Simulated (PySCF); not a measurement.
CH7ClOSi3, SMILES O[C@H]1[SiH2][Si@@H](Cl)[SiH2]1.

The structure is a stationary point at PBE-D3(BJ)/def2-SVP. The structure was generated by enumeration; whether it is a known compound was not checked. The values are those of a single conformer.

Computed with PBE-D3(BJ)/def2-SVP (PySCF).

Frequencies are harmonic and unscaled.

### Question
Estimate the vibrational spectrum. (An estimate is asked for; the answer gives what the named calculation found.)

### Answer

```tsv
mode	ν (cm⁻¹)	IR (km/mol)	moving atoms (share of kinetic energy)
1	65	0.2	O 48 %, Cl 31 %, H 10 %
2	105	0.9	Si 46 %, Cl 33 %, H 15 %
3	118	4.0	Si 45 %, Cl 25 %, O 18 %, H 9 %
4	174	0.1	H 38 %, Si 32 %, O 18 %, C 9 %
5	215	7.8	O 43 %, H 35 %, Si 18 %
6	326	90.2	H 68 %, Si 25 %
7	338	0.6	Si 55 %, H 42 %
8	369	26.7	Si 49 %, H 29 %, O 14 %
9	389	17.3	Si 63 %, Cl 17 %, H 16 %
10	424	1.6	Si 60 %, H 37 %
11	499	25.5	H 61 %, Si 30 %
12	530	5.5	H 69 %, Si 22 %
13	553	40.2	Si 55 %, Cl 28 %, H 16 %
14	596	28.0	H 82 %, C 11 %
15	610	15.1	H 55 %, C 32 %, Si 11 %
16	642	8.8	H 85 %, Si 9 %
17	660	17.2	H 84 %, Si 8 %
18	707	15.0	H 46 %, C 39 %, Si 15 %
19	750	146.4	H 91 %, Si 8 %
20	793	109.9	H 58 %, C 22 %, Si 20 %
21	868	147.6	H 95 %
22	890	13.9	H 93 %
23	957	15.1	H 80 %, C 18 %
24	986	37.2	C 52 %, O 43 %
25	1188	33.8	H 90 %
26	1261	29.3	H 78 %, C 16 %
27	2121	141.5	H 98 %
28	2132	42.4	H 97 %
29	2143	82.8	H 96 %
30	2155	126.9	H 97 %
31	2169	79.3	H 96 %
32	2954	25.8	H 92 %
33	3656	24.9	H 94 %
```
